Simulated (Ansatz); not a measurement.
One change: `O[Si@H](F)N[Si@H](O)Cl` becomes `[OH][GeH2][NH][SiH](O)F`.

Ansatz, PBE0-D4/def2-TZVP geometries, multiplicity 1. Each molecule was computed in one conformer, which needn't be the lowest.

Scalar relativity is left out up to krypton.

| property | `O[Si@H](F)N[Si@H](O)Cl` |
| --- | --- |
| size of the dipole moment (PBE/def2-TZVPP) / D | 2.66 |
| HOMO energy (PBE0/def2-TZVPP) / eV | -8.56 |
| HOMO–LUMO gap (B3LYP/def2-TZVPP) / eV | 8.25 |
| HOMO–LUMO gap (PBE/def2-TZVPP) / eV | 6.52 |
| LUMO energy (ωB97M-V/def2-TZVPP) / eV | 1.79 |
| LUMO energy (PBE/def2-TZVPP) / eV | -0.60 |

Q: Give the same properties after the change, and the shifts. (Estimate.)

A: The calculation gave: 
```csv
property,`[OH][GeH2][NH][SiH](O)F`,shift
size of the dipole moment (PBE/def2-TZVPP) / D,3.84,1.18
HOMO energy (PBE0/def2-TZVPP) / eV,-8.04,0.52
HOMO–LUMO gap (B3LYP/def2-TZVPP) / eV,7.47,-0.78
HOMO–LUMO gap (PBE/def2-TZVPP) / eV,5.74,-0.78
LUMO energy (ωB97M-V/def2-TZVPP) / eV,1.64,-0.15
LUMO energy (PBE/def2-TZVPP) / eV,-0.88,-0.28
```

With PBE0 the HOMO rises by 0.52 eV and the LUMO falls by 0.31 eV, so the gap narrows by about 0.83 eV. PBE moves the HOMO by 0.50 eV and ωB97M-V by 0.51 eV. Dipoles are sizes alone; their direction can turn.

B3LYP here is the variant with VWN-RPA as its local correlation; programs differ in this.
